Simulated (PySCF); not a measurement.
# Working out the excitation energy of Ge

Ge [Ar] 3d10 4s2 4p2 (3P) → Ge [Ar] 3d10 4s1 4p3 (5S). All numbers are calculated (PySCF 2.14, the non-relativistic Hamiltonian (point nucleus), in def2-TZVPPD (7s5p5d1f, 54 functions)). Frozen: [Ar] 3d10. Energies in hartree (1 hartree = 27.21139 eV):

```csv
part,Ge (lower),Ge (upper)
UHF,-2075.321289,-2075.204130
CCSD correlation,-0.064834,-0.024372
(T),-0.001820,-0.000340
```

Problem. What does Hartree-Fock give?

Solution. (-2075.204130) − (-2075.321289) = 0.117159 hartree = 3.188 eV.

Problem. What do CCSD and CCSD(T) give?

Solution. The CCSD correlation energies differ by 0.040462 hartree = 1.101 eV and the triples by 0.001480 hartree = 0.040 eV, so CCSD gives 4.289 eV and CCSD(T) 4.329 eV.

Measured between the centres of the two terms (NIST): 5.078 eV, so CCSD(T) (valence) is off by -0.749 eV.

The calculation is non-relativistic.

What remains against the reference includes basis incompleteness, the frozen core and higher excitations.
